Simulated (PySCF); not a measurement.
H6P2Pb.
Atom-mapped SMILES: `[PH2:1][PbH2:2][PH2:3]` (hydrogens: H4, H5 on P1; H6, H7 on Pb2; H8, H9 on P3)

Theory: PySCF 2.14.0, PBE0-D3(BJ)/def2-SVP geometry optimisation, gas phase, def2 core potentials past Kr.

Task: Give the optimised bond lengths and angles.

Result: 
```json
{"bond": "P1–Pb2, Pb2–P3", "length (Å)": "2.597"}
{"bond": "P1–H4 and 3 like bonds", "length (Å)": "1.431"}
{"bond": "Pb2–H6, Pb2–H7", "length (Å)": "1.767"}
```

Bonds in one row agree within 0.01 Å and their mean is given. A selection of angles:
```json
{"angle": "Pb2–P1–H4", "degrees": "92.0"}
{"angle": "H4–P1–H5", "degrees": "92.5"}
{"angle": "P1–Pb2–P3", "degrees": "111.6"}
{"angle": "P1–Pb2–H6", "degrees": "109.4"}
{"angle": "H6–Pb2–H7", "degrees": "108.9"}
```

P1 (three-coordinate phosphorus) is pyramidal (angles 92.5°, 92.0° and 92.0°, sum 276.5°, 0.91 Å off the plane of its three neighbours). Pb2 (lead bonded to 2 P and 2 H) is tetrahedral (angles from 108.8° to 111.6°).

Point group: near C2v, missed by 0.24 Å at most; the miss may be what the optimiser left on a soft mode (C2 holds within 0.08 Å). PBE0-D3(BJ)/def2-SVP frequencies: not computed here. The numbers are those of one conformer (H–P1–Pb2–P3 53° and -40°, P1–Pb2–P3–H -45° and 47°).

Time: 36 s wall; peak memory 0.41 GiB. Hardware: Intel Xeon Platinum 8488C, one thread, shared host with 96 logical CPUs at a one-minute load of 42. These figures are those of the optimisation.
